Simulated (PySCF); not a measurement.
Compound: C7H6NO (charge +1).
Numbering: `[O+:1]#[C:2][CH2:3][c:4]1[cH:5][cH:6][n:7][cH:8][cH:9]1` (hydrogens: H10, H11 on C3; H12 on C5; H13 on C6; H14 on C8; H15 on C9)

Geometry (PBE0-D3(BJ)/def2-SVP, Å), atoms numbered from 1 in this order:
```
atom  x, y, z in Å
O1    -2.994    0.488    3.799
C2    -2.566    0.290    2.784
C3    -1.930    0.054    1.526
C4    -0.427    0.228    1.750
C5     0.355   -0.866    2.116
C6     1.723   -0.645    2.297
N7     2.292    0.545    2.152
C8     1.536    1.581    1.810
C9     0.157    1.485    1.601
H10   -2.215   -0.965    1.200
H11   -2.358    0.774    0.802
H12   -0.062   -1.868    2.242
H13    2.379   -1.477    2.573
H14    2.040    2.546    1.692
H15   -0.419    2.368    1.313
```

Level: PBE0/def2-SVPD in PySCF, non-relativistic, on one gas-phase PBE0-D3(BJ)/def2-SVP geometry that isn't relaxed in the solvent. The solvent is an IEF-PCM continuum (cavity from Bondi-type radii × 1.2). Specific hydrogen bonds and non-electrostatic terms are outside this model.

Gas phase at PBE0/def2-SVPD: HOMO -11.44 eV, LUMO -7.79 eV.

Task: What does the continuum do to the energy and the frontier levels at PBE0/def2-SVPD in benzene and dichloromethane?

Result: 
```tsv
solvent	ε	E(solvent) − E(gas) (kcal/mol)	polarisation term (kcal/mol)	distortion of the solute (kcal/mol)	HOMO (eV)	LUMO (eV)
benzene	2.271	-34.75	-35.75	1.00	-9.38	-5.18
dichloromethane	8.93	-57.71	-61.63	3.92	-8.31	-3.56
```

The first energy column is the sum of the next two and covers electrostatics alone. From benzene to dichloromethane the lowering changes by a factor 1.66, Born's factor 1 − 1/ε by 1.59 and ε itself by 3.9.

Task: Which radius a makes Born's formula ΔE = −(q²/2a)(1 − 1/ε) give the value in dichloromethane?

Result: a = q²(1 − 1/ε)/(2|ΔE|) = 2.55 Å, with q = +1 e and |ΔE| = 0.0920 Eh; the farthest nucleus lies 3.37 Å from the centroid of the nuclei. The formula assumes a point charge at the centre of a sphere.

Task: How does the static polarisability (PBE0/def2-SVPD, frozen core, with the continuum's full static response) change?

Result: 
| medium | isotropic (au) | principal values (au) | ⟨r²⟩ of the electrons (bohr²) |
| --- | --- | --- | --- |
| gas | 84.4 | 59.0, 84.0, 110.4 | 1180.5 |
| benzene | 96.2 | 66.9, 98.4, 123.4 | 1181.7 |
| dichloromethane | 108.7 | 76.7, 113.9, 135.6 | 1183.0 |

The isotropic value in dichloromethane is 1.29 times the gas-phase one; no cavity-field correction is applied. ⟨r²⟩ is taken about the centre of nuclear charge.
